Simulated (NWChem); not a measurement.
System: ZnNH3; SMILES [NH2][ZnH]

```xyz
5

Zn    -0.0016    -0.3961     0.0000
H     -0.0548    -1.9252     0.0000
N     -0.0539     1.4183     0.0000
H      0.2407     1.9398    -0.8205
H      0.2407     1.9398     0.8205
```
Atoms are numbered in this order, from 1.

Computed with NWChem. All runs use the structure optimised with PBE0/def2-SVP. Total energies compare along this basis series because the functional is fixed.

```json
[
 {"level": "PBE0/def2-SVP", "basis functions": "60", "energy (Ha)": "-1835.3192", "highest occupied level (eV)": "-6.21", "orbital gap (eV)": "6.74", "dipole (D)": "1.00", "relative time": "1"},
 {"level": "PBE0/def2-SVPD", "basis functions": "78", "energy (Ha)": "-1835.3428", "highest occupied level (eV)": "-6.78", "orbital gap (eV)": "6.49", "dipole (D)": "0.84", "relative time": "1"},
 {"level": "PBE0/def2-TZVP", "basis functions": "97", "energy (Ha)": "-1835.6509", "highest occupied level (eV)": "-6.76", "orbital gap (eV)": "6.50", "dipole (D)": "0.94", "relative time": "3"},
 {"level": "PBE0/def2-TZVPP", "basis functions": "137", "energy (Ha)": "-1835.6538", "highest occupied level (eV)": "-6.77", "orbital gap (eV)": "6.50", "dipole (D)": "0.91", "relative time": "6"},
 {"level": "PBE0/def2-QZVP", "basis functions": "231", "energy (Ha)": "-1835.7015", "highest occupied level (eV)": "-6.82", "orbital gap (eV)": "6.46", "dipole (D)": "0.87", "relative time": "10"}
]
```

The last column is a rough cost ratio, cheapest run = 1.
